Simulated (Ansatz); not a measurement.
`[OH][GeH2][F]` + NH₃ → `[NH2][GeH2][OH]` + H–F at 400 K and 1 bar (ligand exchange at a Ge–F bond).

Isolated molecules relaxed with PBE0-D4/def2-TZVP in Ansatz; ΔE leaves out vibrations. CBS: MP2 limit from def2 TZ/QZ plus the TZ coupled-cluster correction, frozen cores. This one scheme is used for every species. For Ge outer-core shells are correlated without core-valence functions, which leaves a few kJ/mol of doubt a bond. Scalar relativity is left out up to krypton. One conformer a species, not always the lowest.

| species | CCSD(T)/CBS energy (Eh) | H − E (kJ/mol) | S (J/(mol·K)) |
| --- | --- | --- | --- |
| `[OH][GeH2][F]` | -2252.93819 | 106.2 | 313.8 |
| NH₃ | -56.50880 | 104.2 | 203.1 |
| `[NH2][GeH2][OH]` | -2209.02804 | 171.4 | 337.9 |
| H–F | -100.39570 | 36.5 | 182.2 |

H − E and S are ideal-gas, rigid-rotor, harmonic terms from PBE0-D4/def2-TZVP, for one conformer and one mirror image of each species. 1 Eh = 2625.50 kJ/mol, R = 8.31446 J/(mol·K).

Problem. By hand: ΔE, ΔH, ΔS and ΔG.

Solution. ΔE = (-2209.02804) + (-100.39570) − (-2252.93819) − (-56.50880) = 0.02325 Eh = 61.0 kJ/mol. Δ(H − E) = 171.4 + 36.5 − 106.2 − 104.2 = -2.5, so ΔH = 58.5 kJ/mol. ΔS = 337.9 + 182.2 − 313.8 − 203.1 = 3.2 J/(mol·K). ΔG = 58.5 − 400 × (3.2)/1000 = 57.2 kJ/mol.

Problem. By hand: the equilibrium constant, and the temperature at which ΔG would vanish if ΔH and ΔS stayed fixed.

Solution. log₁₀ K = −ΔG/(RT ln 10) = -7.5. ΔG = 0 at ΔH/ΔS = 18281 K, far beyond where these terms or the molecules hold.

The number of gas molecules stays the same, so ΔS is small and ΔH decides. A doubt of 5 kJ/mol in ΔE shifts log₁₀ K by 0.7 here. Other conformers and mirror images would add mixing entropy, several J/(mol·K) or more a flexible species. These are equilibria of isolated gas molecules and say nothing of rates. Largest T1 diagnostic: 0.012 (customary marks: 0.02 for closed shells, 0.045 for open ones).
